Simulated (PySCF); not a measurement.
Computed shifts of a molecule C4H10S, PBE/pcSseg-1 in PySCF, GIAO, gas phase, equivalent atoms averaged, in ppm (number of nuclei): ¹³C: 50.0 (1), 41.9 (2), 33.8 (1). ¹H: 2.09 (1), 1.77 (6), 1.59 (3). References: ¹³C against TMS (σ = 182.0 ppm); ³³S against H2S (σ = 706.5 ppm); ¹H against TMS (σ = 31.49 ppm), references at their B3LYP-D3(BJ)/def2-TZVP geometries, non-relativistic. Coordinates come from a PBE0-D3(BJ)/def2-SVP optimisation. One conformer was computed; it need not be the lowest.

Pick the molecule that these values belong to.
A) CCSCC
B) CCCCS
C) CC(C)CS
D) CC(C)(C)S

D, CC(C)(C)S
